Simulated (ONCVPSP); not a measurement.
Ta ONCV: all-electron and pseudo phase curves

| Quantity | Value |
| --- | --- |
| Element | Ta |
| Generator | ONCVPSP 4.0.1 |
| Type | optimised norm-conserving Vanderbilt (ONCV) |
| Functional | PBEsol |
| Relativity | fully relativistic |
| Frozen core | [Kr] 4d10 4f14 |
| Valence charge | 13 |
| Reference configuration | 5s2 5p6 5d4 6s1 |
| Partial waves | 5s+6s: rc 1.45 bohr, ncon 4, nbas 9, qcut 7 1/bohr, 2 projectors; 5p: rc 1.30 bohr, ncon 4, nbas 9, qcut 5.3 1/bohr, 2 projectors, debl 2.3 Ha; 5d: rc 2.00 bohr, ncon 3, nbas 8, qcut 5.5 1/bohr, 2 projectors, debl 2.1 Ha |
| Local potential | polynomial inside 1.15 bohr (lpopt 5, dvloc0 0 Ha) |
| Core correction | Teter function, fcfact 5.5, rcfact 1.8 |

Open shells are filled in proportion to 2j + 1.

The phase is arctan(r·R′/R) of the radial function R(r), unwrapped; energies in Ha, scanned from -4 to 5 Ha. A pole is an energy at which the radial function vanishes at the test radius. The pseudo phase is shifted by a multiple of π to meet the all-electron one at the reference energy, and phase errors are pseudo minus all-electron; the curves can meet again beyond the range given. Levels narrower than the energy grid can be missing from the lists of poles.

```tsv
channel	radius (bohr)	reference energy (Ha)	poles, all-electron	poles, pseudo	unbroken range about the reference energy with phases within 0.05 rad	phase error 1 Ha above the reference energy (rad)
s	1.47	-0.18	-1.24	-1.24, 4.56	below 3.4	-0.000
p3/2	1.32	-1.30	2.56	2.56	the whole range	-0.000
p1/2	1.32	-1.62	1.51	1.51	the whole range	-0.000
d5/2	2.03	-0.09	1.01	1.01	the whole range	+0.000
d3/2	2.03	-0.11	0.92	0.92	the whole range	+0.000
```

Note: no bound ghost flagged; GHOST(+) flagged for s at 124.3 eV, p3/2 at 310.1 eV, d3/2 at 581.6 eV.

Phases in the d3/2 channel:

```json
{"E (Ha)": "-3.98", "all-electron": "1.349", "pseudo": "1.349"}
{"E (Ha)": "-3.50", "all-electron": "1.329", "pseudo": "1.329"}
{"E (Ha)": "-3.02", "all-electron": "1.302", "pseudo": "1.302"}
{"E (Ha)": "-2.54", "all-electron": "1.264", "pseudo": "1.264"}
{"E (Ha)": "-2.06", "all-electron": "1.208", "pseudo": "1.208"}
{"E (Ha)": "-1.58", "all-electron": "1.110", "pseudo": "1.110"}
{"E (Ha)": "-1.10", "all-electron": "0.895", "pseudo": "0.895"}
{"E (Ha)": "-0.62", "all-electron": "0.211", "pseudo": "0.211"}
{"E (Ha)": "-0.14", "all-electron": "-0.959", "pseudo": "-0.959"}
{"E (Ha)": "0.34", "all-electron": "-1.377", "pseudo": "-1.377"}
{"E (Ha)": "0.82", "all-electron": "-1.545", "pseudo": "-1.545"}
{"E (Ha)": "1.30", "all-electron": "-1.654", "pseudo": "-1.654"}
{"E (Ha)": "1.78", "all-electron": "-1.758", "pseudo": "-1.758"}
{"E (Ha)": "2.26", "all-electron": "-1.905", "pseudo": "-1.904"}
{"E (Ha)": "2.74", "all-electron": "-2.220", "pseudo": "-2.220"}
{"E (Ha)": "3.22", "all-electron": "-3.172", "pseudo": "-3.168"}
{"E (Ha)": "3.70", "all-electron": "-4.087", "pseudo": "-4.083"}
{"E (Ha)": "4.18", "all-electron": "-4.380", "pseudo": "-4.377"}
{"E (Ha)": "4.66", "all-electron": "-4.505", "pseudo": "-4.502"}
```
